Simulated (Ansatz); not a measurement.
# Relaxing a trial structure of CH3FMgS

The starting geometry of this gas-phase singlet was optimised with GFN2-xTB; its bonds are those of `[F][Mg][CH2]S`.

```csv
atom,x (Å),y (Å),z (Å)
C,-0.4801,3.0221,1.4911
F,-2.2774,0.5009,1.2740
Mg,-2.4123,2.1508,1.7840
S,0.7960,1.8506,1.9269
H,-0.3913,3.2727,0.4365
H,-0.3191,3.9017,2.1085
H,0.4447,0.9051,1.0555
```

Question: Predict what it relaxes into with PBE-D3(BJ)/def2-SVP.

Answer: A new bond forms, giving a structure given below by its coordinates. Contacts that close: Mg3–S4 (3.23 → 2.80 Å).

The energy falls by 0.77 eV over 13 steps:

| step | E − E(last) (eV) |
| --- | --- |
| 1 | 0.771 |
| 2 | 0.488 |
| 4 | 0.166 |
| 5 | 0.115 |
| 6 | 0.049 |
| 8 | 0.007 |
| 9 | 0.003 |
| 10 | 0.000 |
| 12 | 0.000 |
| 13 | 0.000 |

Final geometry (Å):

```xyz
7

C    -0.4863    3.0921    1.3599
F    -3.2702    0.4389    1.6303
Mg   -1.9664    1.6454    1.5372
S     0.7779    1.8664    2.0413
H    -0.0868    3.5750    0.4472
H    -0.5289    3.8722    2.1492
H     0.9211    1.1140    0.9115
```

Frequencies at the end are all real (lowest 91 cm⁻¹). Run with Ansatz 0.2.0, 58 s on 1 thread of Intel(R) Xeon(R) Processor @ 2.50GHz (Skylake/Cascade Lake) (shared host).
